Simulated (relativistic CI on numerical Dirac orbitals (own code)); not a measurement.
# Spin-allowed bands of a d2 ion in a tetrahedral site, by hand

Problem. Take Δ = 9750 cm⁻¹ and B = 570 cm⁻¹ for a d2 ion in a tetrahedral site. Calculate the three spin-allowed bands.

Working.
1. The terms of highest spin are 3F (energy 0) and 3P (15B = 8550 cm⁻¹). Here the F term splits into A2 at −1.2Δ = -11700, T2 at −0.2Δ = -1950 and T1 at +0.6Δ = 5850 cm⁻¹.
2. The two T1 states mix through the element 0.4Δ: H = [[5850, 3900], [3900, 8550]], with roots ½(H₁₁ + H₂₂) ∓ ½√[(H₂₂ − H₁₁)² + 4H₁₂²] = ½(14400) ∓ ½(8254) = 3073 and 11327 cm⁻¹.
3. The ground term is 3A2 at -11700 cm⁻¹.
4. Bands: 3T2 9750 cm⁻¹ (1026 nm), 3T1(F) 14773 cm⁻¹ (677 nm), 3T1(P) 23027 cm⁻¹ (434 nm).

Check. Exact diagonalisation of the whole d2 shell with these parameters gives 3T2 9750, 3T1 14773, 3T1 23027 cm⁻¹. The match is exact, since without spin-orbit coupling no other term has this spin. The ratio of the second band to the first, 1.515, depends on Δ/B = 17.1 alone, which is how a Tanabe-Sugano diagram is read.
